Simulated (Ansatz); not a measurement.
Ansatz (a quantum-chemistry and plane-wave program) input:

Ansatz 0.2 input:
```yaml
crystal:
  periodic: [false, false, false]
  atoms:
    - {symbol: S, position_ang: [1.88724516, 0.07423551, -0.95279755]}
    - {symbol: Si, position_ang: [-0.00395905, 0.00353261, 0.00235485]}
    - {symbol: S, position_ang: [-1.18920431, -1.47986557, -0.94769258]}
    - {symbol: Cl, position_ang: [0.12018736, -0.41071143, 2.01245178]}
    - {symbol: Cl, position_ang: [-0.77769778, 1.89262764, -0.18801077]}
    - {symbol: H, position_ang: [2.16410460, -1.21477194, -0.68215822]}
    - {symbol: H, position_ang: [-2.09965455, -1.53717932, 0.04153530]}
basis:
  gaussian:
    orbitals: 6-31G
magnetization: {spin_polarized: false}
correlation: {method: ccsd_t, electrons: outside_noble_gas}
```

Task: What final total energy does it print?

Result: -2004.30095 Eh (CCSD(T)/6-31G). The basis has 69 functions.
